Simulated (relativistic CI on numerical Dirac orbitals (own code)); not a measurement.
## d6 in a ligand field

Computed with a parametric ligand-field model of a d^n configuration (Racah B and C, spin-orbit zeta, crystal field), exact diagonalisation.

Field parameters in Wybourne normalisation: Oh B⁴₀ = 21Dq, B⁴₄ = √(5/14) B⁴₀. The field is a parameter set, without covalency.

**Question.** A d6 ion in Oh symmetry has the ground term 1A1 and bands at 5T2 3872 cm⁻¹ (2583 nm), 3T1 4052 cm⁻¹ (2468 nm), 3T2 6247 cm⁻¹ (1601 nm), 1T1 7033 cm⁻¹ (1422 nm), 1T2 11419 cm⁻¹ (876 nm), 1E 14706 cm⁻¹ (680 nm), 1T2 14934 cm⁻¹ (670 nm). Which parameters reproduce them?

**Answer.** B = 380, C = 1340, ζ = 0 cm⁻¹, Oh, 10Dq = 7800 cm⁻¹.

**Question.** A d6 ion in Oh symmetry has the ground term 1A1 and bands at 5T2 5999 cm⁻¹ (1667 nm), 3T1 9039 cm⁻¹ (1106 nm), 3T2 13891 cm⁻¹ (720 nm), 1T1 18050 cm⁻¹ (554 nm), 1T2 27954 cm⁻¹ (358 nm), 1T2 37833 cm⁻¹ (264 nm), 1E 38322 cm⁻¹ (261 nm). Which parameters reproduce them?

**Answer.** B = 820, C = 4210, ζ = 0 cm⁻¹, Oh, 10Dq = 20550 cm⁻¹.

**Question.** A d6 ion in Oh symmetry has the ground term 1A1 and bands at 3T1 20521 cm⁻¹ (487 nm), 3T2 26570 cm⁻¹ (376 nm), 1T1 28392 cm⁻¹ (352 nm), 5T2 29687 cm⁻¹ (337 nm), 1T2 40606 cm⁻¹ (246 nm), 1T2 58513 cm⁻¹ (171 nm), 1E 58726 cm⁻¹ (170 nm). Which parameters reproduce them?

**Answer.** B = 920, C = 3650, ζ = 0 cm⁻¹, Oh, 10Dq = 30800 cm⁻¹.

**Question.** Ground term and bands for B = 620, C = 2240, ζ = 0 cm⁻¹, Oh, 10Dq = 28550 cm⁻¹?

**Answer.** Ground term 1A1 with 0.02 electrons in the two orbitals of the cubic e set. Spin-allowed: 1T1 26939 cm⁻¹ (371 nm), 1T2 35673 cm⁻¹ (280 nm), 1T2 54987 cm⁻¹ (182 nm), 1E 55095 cm⁻¹ (182 nm). Lowest spin-forbidden: 3T1 22142 cm⁻¹ (452 nm), 3T2 26493 cm⁻¹ (377 nm), 5T2 37019 cm⁻¹ (270 nm).

**Question.** Ground term and bands for B = 1010, C = 5150, ζ = 0 cm⁻¹, Oh, 10Dq = 33650 cm⁻¹?

**Answer.** Ground term 1A1 with 0.05 electrons in the two orbitals of the cubic e set. Spin-allowed: 1T1 30320 cm⁻¹ (330 nm), 1T2 43555 cm⁻¹ (230 nm), 1T2 62532 cm⁻¹ (160 nm), 1E 63451 cm⁻¹ (158 nm). Lowest spin-forbidden: 3T1 19393 cm⁻¹ (516 nm), 5T2 23848 cm⁻¹ (419 nm), 3T2 25887 cm⁻¹ (386 nm).
